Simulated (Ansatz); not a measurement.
Gas-phase electronic energies from Ansatz, PBE0-D4/def2-TZVP geometries. CBS: MP2 limit from def2 TZ/QZ plus the TZ coupled-cluster correction, frozen cores. DFT in def2-TZVPP. Each species was taken in one conformer, which may not be the lowest.

Consider the formal exchange of groups at the Si–C bond: `OC[SiH2]O` + `CC[NH][AlH2]` → `O[SiH2][NH][AlH2]` + `CCCO`.

CCSD(T)/CBS gives -134.6 kJ/mol.

(1) Another level gave -131.3 kJ/mol. Which?
A. PBE0-D4/def2-TZVPP
B. SCS-MP2/def2-TZVPP
C. HF/def2-TZVPP
D. r2SCANh/def2-TZVPP

Largest T1 diagnostic among the species: 0.012.

Results:

(1) D. r2SCANh -131.3, HF/def2-TZVPP -144.2, SCS-MP2/def2-TZVPP -137.0, PBE0-D4 -125.1 kJ/mol.

From PBE to PBE0 (25 % exact exchange), in def2-TZVPP and without D4, ΔE moves by −9.0 kJ/mol. In def2-TZVPP, CCSD(T) changes the Hartree–Fock value by +10.3 kJ/mol (the triples alone add +1.8 kJ/mol) and MP2 by +5.6 kJ/mol. Leaving LDA and LC-ωPBE aside and taking each functional with its dispersion term where it has one, the values, not all of them listed here, spread over 20.6 kJ/mol, from BHLYP-D4 to revPBE-D4.
